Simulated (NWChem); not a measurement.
The numbers come from NWChem runs, not from measurements. System: 1,1,1-trifluoroethane (C2H3F3), charge 0, spin multiplicity 1, at a geometry optimised with PBE0/def2-SVP. Level: MP2/6-311G** (spherical d), 5 core orbitals frozen.

NWChem printed:

```
             Northwest Computational Chemistry Package (NWChem) 7.3.0
             --------------------------------------------------------

                                NWChem Input Module
                                -------------------

 Scaling coordinates for geometry "geometry" by  1.889725989
 (inverse scale =  0.529177249)

 Turning off AUTOSYM since
 SYMMETRY directive was detected!

                             Geometry "geometry" -> ""
                             -------------------------

 Output coordinates in angstroms (scale by  1.889725989 to convert to a.u.)

  No.       Tag          Charge          X              Y              Z
 ---- ---------------- ---------- -------------- -------------- --------------
    1 C                    6.0000    -1.46290900    -0.11942400     0.00000000
    2 C                    6.0000     0.03094800     0.00252800     0.00000000
    3 F                    9.0000     0.47071000     0.66245400     1.07726400
    4 F                    9.0000     0.47071000     0.66245400    -1.07726400
    5 F                    9.0000     0.62252600    -1.19723600     0.00000000
    6 H                    1.0000    -1.78583900    -0.66470600     0.89580500
    7 H                    1.0000    -1.78583900    -0.66470600    -0.89580500
    8 H                    1.0000    -1.91207100     0.88174000     0.00000000

 Effective nuclear repulsion energy (a.u.)     202.2790277735

            Nuclear Dipole moment (a.u.)
            ----------------------------
        X                 Y               Z
 ---------------- ---------------- ----------------
    -0.0000018897     0.0000000000     0.0000000000

      Symmetry information
      --------------------

 Group name             Cs
 Group number              2
 Group order               2
 No. of unique centers     6

      Symmetry unique atoms

     1    2    3    5    6    8


 Summary of "ao basis" -> "" (spherical)
 ------------------------------------------------------------------------------
       Tag                 Description            Shells   Functions and Types
 ---------------- ------------------------------  ------  ---------------------
 *                          6-311g**                  on all atoms

 Summary of "ao basis" -> "ao basis" (spherical)
 ------------------------------------------------------------------------------
       Tag                 Description            Shells   Functions and Types
 ---------------- ------------------------------  ------  ---------------------
 C                          6-311g**                 8       18   4s3p1d
 F                          6-311g**                 8       18   4s3p1d
 H                          6-311g**                 4        6   3s1p

                                 NWChem SCF Module
                                 -----------------

  ao basis        = "ao basis"
  functions       =   108
  atoms           =     8
  closed shells   =    21
  open shells     =     0
  charge          =   0.00
  wavefunction    = RHF
  use symmetry    = T
  symmetry adapt  = T

 Summary of "ao basis" -> "ao basis" (spherical)
 ------------------------------------------------------------------------------
       Tag                 Description            Shells   Functions and Types
 ---------------- ------------------------------  ------  ---------------------
 C                          6-311g**                 8       18   4s3p1d
 F                          6-311g**                 8       18   4s3p1d
 H                          6-311g**                 4        6   3s1p

      Symmetry analysis of basis
      --------------------------

        a'         68
        a"         40

 Forming initial guess at       0.1s

      Superposition of Atomic Density Guess
      -------------------------------------

 Sum of atomic energies:        -375.05235543

      Non-variational initial energy
      ------------------------------

 Total energy =    -376.918483
 1-e energy   =    -922.653617
 2-e energy   =     343.456107
 HOMO         =      -0.443714
 LUMO         =       0.112906

      Symmetry analysis of molecular orbitals - initial
      -------------------------------------------------
[...]
  ----- ------------  ---------------      ----- ------------  ---------------
     8      0.296970  1 C  py               104      0.251245  8 H  s
    12      0.191612  1 C  py                 4      0.182521  1 C  py
   103      0.155513  8 H  s

 Vector   20  Occ=2.000000D+00  E=-5.853400D-01  Symmetry=a"
              MO Center= -1.4D+00, -3.0D-01,  2.0D-11, r^2= 1.7D+00
   Bfn.  Coefficient  Atom+Function         Bfn.  Coefficient  Atom+Function
  ----- ------------  ---------------      ----- ------------  ---------------
     9      0.297958  1 C  pz                92      0.217587  6 H  s
    98     -0.217587  7 H  s                 13      0.192252  1 C  pz
     5      0.183128  1 C  pz

 Vector   21  Occ=2.000000D+00  E=-5.642049D-01  Symmetry=a'
              MO Center= -4.5D-01, -3.6D-02,  7.7D-15, r^2= 2.2D+00
   Bfn.  Coefficient  Atom+Function         Bfn.  Coefficient  Atom+Function
  ----- ------------  ---------------      ----- ------------  ---------------
     7      0.257917  1 C  px                25     -0.246116  2 C  px
    79      0.182257  5 F  px                83      0.180518  5 F  px
    43      0.178721  3 F  px                61      0.178721  4 F  px
    47      0.176947  3 F  px                65      0.176947  4 F  px
    28      0.163411  2 C  s                  3      0.155663  1 C  px

 Vector   22  Occ=0.000000D+00  E= 1.560824D-01  Symmetry=a'
              MO Center= -2.0D+00, -1.6D-01, -6.1D-17, r^2= 5.0D+00
   Bfn.  Coefficient  Atom+Function         Bfn.  Coefficient  Atom+Function
  ----- ------------  ---------------      ----- ------------  ---------------
    10      1.837229  1 C  s                 93     -0.994986  6 H  s
    99     -0.994986  7 H  s                105     -0.994976  8 H  s
    11     -0.483999  1 C  px

 Vector   23  Occ=0.000000D+00  E= 2.063381D-01  Symmetry=a"
              MO Center= -1.9D+00, -9.2D-01, -2.3D-12, r^2= 4.7D+00
   Bfn.  Coefficient  Atom+Function         Bfn.  Coefficient  Atom+Function
  ----- ------------  ---------------      ----- ------------  ---------------
    93      1.845507  6 H  s                 99     -1.845507  7 H  s
    13     -1.131425  1 C  pz

 Vector   24  Occ=0.000000D+00  E= 2.063382D-01  Symmetry=a'
              MO Center= -2.0D+00,  6.0D-01,  4.2D-11, r^2= 4.7D+00
   Bfn.  Coefficient  Atom+Function         Bfn.  Coefficient  Atom+Function
  ----- ------------  ---------------      ----- ------------  ---------------
   105      2.131019  8 H  s                 12     -1.127678  1 C  py
    93     -1.065499  6 H  s                 99     -1.065499  7 H  s

 center of mass
 --------------
 x =   0.15749345 y =   0.01285710 z =   0.00000000

 moments of inertia (a.u.)
 ------------------
         326.611994567280          -1.542421074860           0.000000000000
          -1.542421074860         345.380114450256           0.000000000000
           0.000000000000           0.000000000000         345.506184568778

  Mulliken analysis of the total density
  --------------------------------------

    Atom       Charge   Shell Charges
 -----------   ------   -------------------------------------------------------
    1 C    6     6.31   1.10  0.89  0.60  0.72  1.60  0.49  0.86  0.05
    2 C    6     5.18   1.10  0.89  0.49  0.79  1.41  0.02  0.18  0.30
    3 F    9     9.29   1.08  0.92  1.14  1.08  2.42  0.89  1.76  0.01
    4 F    9     9.29   1.08  0.92  1.14  1.08  2.42  0.89  1.76  0.01
    5 F    9     9.29   1.08  0.92  1.14  1.08  2.42  0.89  1.76  0.01
    6 H    1     0.88   0.26  0.51  0.08  0.03
    7 H    1     0.88   0.26  0.51  0.08  0.03
    8 H    1     0.88   0.26  0.51  0.08  0.03

       Multipole analysis of the density wrt the origin
       ------------------------------------------------

     L   x y z        total         open         nuclear
     -   - - -        -----         ----         -------
     0   0 0 0     -0.000000      0.000000     42.000000

     1   1 0 0     -0.984309      0.000000     -0.000002
     1   0 1 0     -0.080348      0.000000      0.000000
     1   0 0 1      0.000000      0.000000      0.000000

     2   2 0 0    -18.866399      0.000000    108.406408
     2   1 1 0      0.194721      0.000000      2.292290
     2   1 0 1      0.000000      0.000000      0.000000
     2   0 2 0    -21.235437      0.000000     80.514381
     2   0 1 1      0.000000      0.000000      0.000000
     2   0 0 2    -21.251348      0.000000     80.327136

                   NWChem MP2 Semi-direct Energy/Gradient Module
                   ---------------------------------------------

  Basis functions       =    108
  Molecular orbitals    =    108
  Frozen core           =      5
  Frozen virtuals       =      0
  Active alpha occupied =     16
  Active beta occupied  =     16
  Active alpha virtual  =     87
  Active beta virtual   =     87
  Use MO symmetry       = T
  Use skeleton AO sym   = T

  AO/Fock/Back tols     =   1.0D-09  1.0D-09  1.0D-09

 GA uses MA = F    GA memory limited = T

 Available:
  local mem=  1.26D+08
 global mem=  1.44D+08
 local disk=  0.00D+00
  mp2_memr nvloc                    87
  nvloc new                    87
   1 passes of  16:        3145728                      59290                  27039574.
   1 passes of  16: M    126152855           G      144155872           F     123007127.

 Semi-direct pass number   1 of   1  for RHF alpha+beta  at        3.4s
  vrange nnbf                  5709
  mp2_eaftype                   103  avail_ma_in_mb                  1099
 EAF : mp2_eaftype filesize         103   13519787.
  mp2_eaf for mointskh                    103
Node 0 wrote     63.6 Mb in      0.0 s     Agg I/O rate:  2424.0 Mb/s
 Done moints_semi at        7.5s
  mp2_eaftype                   103  avail_ma_in_mb                   996
 EAF : mp2_eaftype filesize         103   13519787.
  mp2_eaf for kh                   103
 Done maket at        8.0s
 Done multipass loop at        8.0s

          -------------------------------------------
          SCF energy                -375.923068391188
          Correlation energy          -0.898135907880
          Singlet pairs               -0.541525316122
          Triplet pairs               -0.356610591758
          Total MP2 energy          -376.821204299068
          -------------------------------------------

          ---------------------------------------------------
                    Spin Component Scaled (SCS) MP2
          Same spin pairs                     -0.237740394506
          Same spin scaling factor             0.333333333333
          Opposite spin pairs                 -0.660395513375
          Opposite spin scaling fact.          1.200000000000
          SCS-MP2 correlation energy          -0.871721414218
          Total SCS-MP2 energy              -376.794789805406
          ---------------------------------------------------

 -----------------------
 Performance information
 -----------------------

 Timer overhead =  2.29D-07 seconds/call

               Nr. of calls         CPU time (s)                 Wall time (s)                GFlops
             ---------------    -------------------     ------------------------------   -------------------
Name         Min   Avg   Max    Min     Avg     Max     Min     Avg     Max   Mx/calls   Min     Max     Sum
mp2: moin     1     1     1    4.1     4.1     4.1      4.1     4.1     4.1     4.1      0.0     0.0     0.0
mp2: make     1     1     1   0.47    0.47    0.47     0.47    0.47    0.47    0.47      0.0     0.0     0.0
mp2: tota     1     1     1    4.6     4.6     4.6      4.6     4.6     4.6     4.6      0.0     0.0     0.0

 The average no. of pstat calls per process was 3.00D+00
 with a timing overhead of 6.86D-07s

 Task  times  cpu:        8.0s     wall:        8.0s

 Total times  cpu:        8.0s     wall:        8.0s
```

Q: Write an NWChem input that would produce this output.

A: Several could match; the one computed here: 
```
start mol
memory heap 200 mb stack 900 mb global 1100 mb
geometry units angstroms nocenter noautoz
  C     -1.462909    -0.119424     0.000000
  C      0.030948     0.002528     0.000000
  F      0.470710     0.662454     1.077264
  F      0.470710     0.662454    -1.077264
  F      0.622526    -1.197236     0.000000
  H     -1.785839    -0.664706     0.895805
  H     -1.785839    -0.664706    -0.895805
  H     -1.912071     0.881740     0.000000
  symmetry group Cs
end
basis spherical
  * library 6-311g**
end
scf
  rhf
  nopen 0
  maxiter 100
  thresh 1e-7
  semidirect memsize 60000000 filesize 0
end
mp2
  freeze core 5
end
task mp2 energy
```
